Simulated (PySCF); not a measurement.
**C$_{5}$H$_{4}$OS: calculation and literature**

Cartesian coordinates in Å; atom numbers follow the order of the lines, from 1:
```xyz
11

O     1.6863   -2.2716   -0.8042
C     0.5266   -2.0004   -0.6114
C     0.0566   -0.6850   -0.1980
C     0.8057    0.4376    0.0627
C     0.0173    1.5392    0.4372
C    -1.3210    1.2406    0.4533
S    -1.6176   -0.3727    0.0257
H    -0.2673   -2.7645   -0.7445
H     1.8840    0.4379   -0.0213
H     0.4103    2.5159    0.6850
H    -2.1422    1.8969    0.6999
```

[PySCF 2.14.0 with density-fitted response routines: coordinates at the PBE0-D3(BJ)/def2-TZVP level; σ from GIAO-B97-2/pcSseg-2; in vacuum; no relativistic terms; one conformer]

Reference values: estimated from measurements, as parent shift plus tabulated substituent increment (solution, not stated per compound (mostly CDCl3 or CCl4); Pretsch, Buehlmann, Badertscher, Structure Determination of Organic Compounds, 4th ed. (2009)).
```json
{"atoms": "H9", "quantity": "δ $^{1}$H", "reference": "7.78", "computed": "8.30", "computed, scaled": "7.92"}
{"atoms": "H11", "quantity": "δ $^{1}$H", "reference": "7.78", "computed": "7.77", "computed, scaled": "7.43"}
{"atoms": "H10", "quantity": "δ $^{1}$H", "reference": "7.22", "computed": "7.47", "computed, scaled": "7.15"}
```

Computed shifts are σ(ref) − σ with the named reference compound (TMS for H and C) calculated as an isolated molecule at the same level. The measured values may be among those fitted. Expected solution values come from regression of measured δ (H and C: mostly CDCl3, vs TMS) on computed σ: $^{1}$H (scatter 0.14 ppm rms, 0.16 ppm with the 4 outliers that the fit left out). Occasional misses reach two or three times the rms, and more in compound classes unlike the fitted ones.

How far are the unscaled $^{1}$H shifts from the references?

Results:

Mean signed difference +0.25 ppm, mean absolute 0.26 ppm over 3 comparisons; the largest is +0.52 ppm at H9 (hydrogen on an aromatic CH).
